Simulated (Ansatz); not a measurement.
All numbers were calculated with Ansatz.

C₃H₇BOS at its PBE0-D4/def2-TZVP geometry, where that method's forces vanish. Total charge 0; spin multiplicity 1. The bonds changed during the relaxation, so this is another structure than the one it started from.

```tsv
atom	x (Å)	y (Å)	z (Å)
B1	-1.1121	-1.6927	0.8275
S2	-0.7725	-0.8093	-1.0366
C3	0.0754	0.0851	0.0743
C4	-0.1388	-0.5062	1.3990
O5	0.8164	1.1351	-0.1344
C6	0.9387	1.6061	-1.4773
H7	-2.2900	-1.5961	1.0491
H8	-0.6564	-2.8042	0.7748
H9	-0.5945	0.2191	2.0817
H10	0.8110	-0.8204	1.8450
H11	1.5875	2.4766	-1.4301
H12	1.3792	0.8296	-2.1054
H13	-0.0439	1.8773	-1.8676
```

Problem. For each bond, give half the difference of the two atoms' forces along it (eV/Å; positive pushes the atoms apart) under PBE-D4, r2SCAN-D4, B3LYP-D4, ωB97M-V in def2-TZVPP. (An estimate is asked.)

Solution. The calculation gave: 
```csv
bond,length (Å),PBE-D4,r2SCAN-D4,B3LYP-D4,ωB97M-V
B1–S2,2.091,0.07,0.15,0.34,0.18
B1–C4,1.638,-0.01,0.08,0.16,0.17
B1–H7,1.202,0.06,-0.06,-0.17,-0.14
B1–H8,1.202,0.06,-0.06,-0.16,-0.14
S2–C3,1.659,0.28,0.14,0.17,-0.11
C3–C4,1.466,-0.20,-0.12,0.04,0.22
C3–O5,1.302,0.53,0.30,0.10,0.06
C4–H9,1.095,0.12,-0.02,-0.08,-0.14
C4–H10,1.095,0.12,-0.02,-0.08,-0.14
O5–C6,1.428,0.18,0.27,0.27,0.24
C6–H11,1.087,0.06,-0.09,-0.13,-0.09
C6–H12,1.092,0.08,-0.07,-0.08,-0.10
C6–H13,1.092,0.08,-0.07,-0.08,-0.10
```

B3LYP here is the variant with VWN-RPA as its local correlation; programs differ in this.
